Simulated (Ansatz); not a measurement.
`C[SiH2]O[SiH3]` + `CC1BC1` → `CC1([SiH3])BC1` + `C[SiH2]O`  (formal exchange of groups at the Si–O bond)

Gas-phase electronic energies from Ansatz, PBE0-D4/def2-TZVP geometries. CCSD(T)/CBS is the MP2 limit (def2-TZVPP, def2-QZVPP) plus CCSD(T) − MP2 in def2-TZVPP, frozen cores. This one scheme is used for every species. Functionals use def2-TZVPP. B3LYP here is the variant with VWN-RPA as its local correlation; programs differ in this. One conformer a species, not always the lowest.

| level | ΔE (kJ/mol) |
| --- | --- |
| PBE-D4 | 76.9 |
| B3LYP-D4 | 95.8 |

(1) What does CCSD(T)/CBS give? (Best estimate.)

Largest T1 diagnostic among the species: 0.011.

Results:

(1) Ansatz gave: +90.8 kJ/mol. The listed levels differ from it by -13.9, 5.0 kJ/mol.

The D4 term adds −5.9 kJ/mol with B3LYP and −3.1 kJ/mol with PBE0; it sums over pairs of atoms, weighted by their polarisabilities, and B3LYP, whose exchange is more repulsive, gets the larger term. From PBE to PBE0 (25 % exact exchange), in def2-TZVPP and without D4, ΔE moves by +6.4 kJ/mol.
